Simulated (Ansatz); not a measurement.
`[OH][Ga]([OH])[SH]` + `OB(S)Cl` → `[OH][Ga]([OH])[Cl]` + `OB(S)S`  (redistribution)

Isolated molecules relaxed with PBE0-D4/def2-TZVP in Ansatz; ΔE leaves out vibrations. CBS: MP2 limit from def2 TZ/QZ plus the TZ coupled-cluster correction, frozen cores. This one scheme is used for every species. DFT in def2-TZVPP. B3LYP here is the variant with VWN-RPA as its local correlation; programs differ in this. For Ga outer-core shells are correlated without core-valence functions, which leaves a few kJ/mol of doubt a bond. Scalar relativity is left out up to krypton. Each species was taken in one conformer, which may not be the lowest.

| level | ΔE (kJ/mol) | difference from CCSD(T)/CBS |
| --- | --- | --- |
| PBE-D4 | 2.4 | 1.0 |
| r2SCAN-D4 | 0.2 | -1.2 |
| PBE0-D4 | 0.5 | -0.9 |
| B3LYP-D4 | 0.8 | -0.6 |
| ωB97X-V | -1.1 | -2.5 |
| ωB97M-V | 1.4 | 0.0 |
| B2PLYP | 0.2 | -1.2 |
| PBE | 2.6 | 1.2 |
| r2SCAN | 0.2 | -1.2 |
| PBE0 | 0.7 | -0.7 |
| B3LYP | 1.2 | -0.2 |
| HF/def2-TZVPP | -6.2 | -7.6 |
| MP2/def2-TZVPP | -0.1 | -1.5 |
| SCS-MP2/def2-TZVPP | -1.3 | -2.7 |
| CCSD/def2-TZVPP | -1.1 | -2.5 |
| CCSD(T)/def2-TZVPP | -0.5 | -1.9 |
| HF/def2-QZVPP | -6.4 | -7.8 |
| MP2/def2-QZVPP | 0.9 | -0.5 |
| SCS-MP2/def2-QZVPP | -0.5 | -1.9 |
| HF/CBS(def2) | -6.4 | -7.8 |
| MP2/CBS(def2) | 1.8 | 0.4 |
| CCSD/CBS(def2) | 0.8 | -0.6 |
| CCSD(T)/CBS | 1.4 | 0 |

Largest T1 diagnostic among the species: 0.014.

In def2-TZVPP, CCSD(T) changes the Hartree–Fock value by +5.6 kJ/mol (the triples alone add +0.6 kJ/mol) and MP2 by +6.1 kJ/mol.
